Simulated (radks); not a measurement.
Values are calculated unless marked as measured or tabulated.
Problem. Radial electron density D(r) = 4 pi r^2 rho(r) of an atom or ion with 33 electrons. Code: a radial shooting solver on a logarithmic mesh with Libxc functionals. Model: scalar-relativistic Kohn-Sham, PBE, spin-polarised, spherical densities, finite nucleus; Fermi nuclear charge, rms radius of each element as measured or else 0.836 A^(1/3) + 0.57 fm.

```
   r/bohr * D(r) (the largest magnitude, 47.8, reaches the edge; | marks zero)
 0.005244 |       *
 0.006008 |         *
 0.006883 |           *
 0.007886 |              *
 0.009035 |                 *
  0.01043 |                    *
  0.01195 |                        *
   0.0137 |                            *
  0.01569 |                                *
  0.01798 |                                    *
  0.02076 |                                        *
  0.02379 |                                           *
  0.02725 |                                             *
  0.03122 |                                              *
  0.03577 |                                             *
  0.04131 |                                            *
  0.04733 |                                         *
  0.05422 |                                       *
  0.06212 |                                     *
  0.07117 |                                     *
  0.08219 |                                       *
  0.09417 |                                           *
   0.1079 |                                                *
   0.1236 |                                                    *
   0.1416 |                                                      *
   0.1622 |                                                    *
   0.1874 |                                               *
   0.2147 |                                        *
   0.2459 |                                 *
   0.2818 |                            *
   0.3228 |                           *
   0.3728 |                              *
   0.4271 |                                 *
   0.4894 |                                  *
   0.5606 |                                 *
   0.6423 |                            *
   0.7418 |                     *
   0.8499 |              *
   0.9737 |         *
    1.116 |      *
    1.278 |    *
    1.476 |   *
    1.691 |   *
    1.937 |  *
     2.22 |  *
    2.543 | *
    2.913 |*
    3.365 |*
    3.855 *
    4.416 *
     5.06 *
    5.797 *
    6.695 *
     7.67 *
    8.787 *
```

What is the nuclear charge?

Solution. Z = 33. The innermost maximum, from 1s, lies near gamma/Z bohr with gamma = sqrt(1 - (Z/c)^2) = 0.971, here 0.0294 bohr (found: 0.0317), and its height grows with Z. The density is that of neutral arsenic in [Ar] 3d9.5 4s2 4p3.5; the configuration itself is not fixed sharply by these data, and Z only to about a unit. D(r) has 3 maxima, at r = 0.0317, 0.143, 0.489 bohr, and minima at 0.0668, 0.310 bohr, inside which lie 2.08, 10.95 electrons.
